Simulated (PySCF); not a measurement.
Isomers of C7H13F, mass 116.100 u with the commonest isotopes. Method: PBE0/pcSseg-1 in PySCF (dipole) on a GFN2-xTB geometry, gas phase. One conformer each, none proved a minimum here; rigid rotors.

Task: Order these by rotational constant C, largest first.
A. `[CH3:1][CH2:2][CH2:3]/[C:4]([CH3:5])=[CH:6]\[CH2:7][F:8]` with C1–C2–C3–C4 -178°, C2–C3–C4–C5 -88°, C4–C6–C7–F8 172°
B. `[CH3:1][C@@H:2]1[C@@H:3]([CH3:4])[CH2:5][CH2:6][C@@H:7]1[F:8]` with C1–C2–C3–C4 72°, C2–C3–C5–C6 37°, C3–C5–C6–C7 -17°, C5–C6–C7–F8 110°
C. `[CH2:1]=[C:2]([CH2:3][F:4])[C@@H:5]([CH3:6])[CH2:7][CH3:8]` with C1–C2–C3–F4 -1°, C1–C2–C5–C6 116°, C2–C5–C7–C8 58°
D. `[CH3:1][CH2:2][CH2:3]/[C:4]([CH3:5])=[CH:6]/[CH2:7][F:8]` with C1–C2–C3–C4 -179°, C2–C3–C4–C5 74°, C4–C6–C7–F8 180°
E. `[CH3:1][C@@H:2]1[C@H:3]([CH3:4])[CH2:5][CH2:6][C@H:7]1[F:8]` with C1–C2–C3–C4 45°, C2–C3–C5–C6 -37°, C3–C5–C6–C7 18°, C5–C6–C7–F8 -112°

Result: E (1431 MHz), B (1291 MHz), C (1187 MHz), A (799.7 MHz), D (709.2 MHz).

Task: Order these by radius of gyration √(Σ m r²/M), largest first.
A. `[CH2:1]=[C:2]([CH2:3][F:4])[C@@H:5]([CH3:6])[CH2:7][CH3:8]` with C1–C2–C3–F4 -1°, C1–C2–C5–C6 116°, C2–C5–C7–C8 58°
B. `[CH3:1][C@@H:2]1[C@@H:3]([CH3:4])[CH2:5][CH2:6][C@@H:7]1[F:8]` with C1–C2–C3–C4 72°, C2–C3–C5–C6 37°, C3–C5–C6–C7 -17°, C5–C6–C7–F8 110°
C. `[CH3:1][CH2:2][CH2:3]/[C:4]([CH3:5])=[CH:6]/[CH2:7][F:8]` with C1–C2–C3–C4 -179°, C2–C3–C4–C5 74°, C4–C6–C7–F8 180°
D. `[CH3:1][CH2:2][CH2:3]/[C:4]([CH3:5])=[CH:6]\[CH2:7][F:8]` with C1–C2–C3–C4 -178°, C2–C3–C4–C5 -88°, C4–C6–C7–F8 172°

Result: C (2.517 Å), D (2.369 Å), A (2.078 Å), B (1.903 Å).

Task: Order these by out-of-plane moment Σ m c² = (Ia + Ib − Ic)/2, largest first.
A. `[CH3:1][CH2:2][CH2:3]/[C:4]([CH3:5])=[CH:6]\[CH2:7][F:8]` with C1–C2–C3–C4 -178°, C2–C3–C4–C5 -88°, C4–C6–C7–F8 172°
B. `[CH3:1][C@@H:2]1[C@@H:3]([CH3:4])[CH2:5][CH2:6][C@@H:7]1[F:8]` with C1–C2–C3–C4 72°, C2–C3–C5–C6 37°, C3–C5–C6–C7 -17°, C5–C6–C7–F8 110°
C. `[CH2:1]=[C:2]([CH2:3][F:4])[C@@H:5]([CH3:6])[CH2:7][CH3:8]` with C1–C2–C3–F4 -1°, C1–C2–C5–C6 116°, C2–C5–C7–C8 58°
D. `[CH3:1][CH2:2][CH2:3]/[C:4]([CH3:5])=[CH:6]/[CH2:7][F:8]` with C1–C2–C3–C4 -179°, C2–C3–C4–C5 74°, C4–C6–C7–F8 180°
E. `[CH3:1][C@@H:2]1[C@H:3]([CH3:4])[CH2:5][CH2:6][C@H:7]1[F:8]` with C1–C2–C3–C4 45°, C2–C3–C5–C6 -37°, C3–C5–C6–C7 18°, C5–C6–C7–F8 -112°

Result: C (75.54 u·Å²), E (64.60 u·Å²), B (29.13 u·Å²), D (22.62 u·Å²), A (19.64 u·Å²).

```csv
SMILES,point group,Ia (u·Å²),Ib (u·Å²),Ic (u·Å²),κ,μa (D),μb (D),μc (D)
C[C@@H]1[C@@H](C)CC[C@@H]1F,C1,190.66,258.96,391.36,-0.03,1.15,0.51,1.12
C[C@@H]1[C@H](C)CC[C@H]1F,C1,180.21,302.09,353.09,-0.65,1.31,0.04,1.20
C=C(CF)[C@@H](C)CC,C1,205.00,371.72,425.63,-0.73,1.95,0.57,0.38
CCC/C(C)=C/CF,C1,118.66,639.20,712.63,-0.95,1.72,1.57,0.18
CCC/C(C)=C\CF,C1,199.59,471.65,631.96,-0.69,2.38,0.29,0.18
```
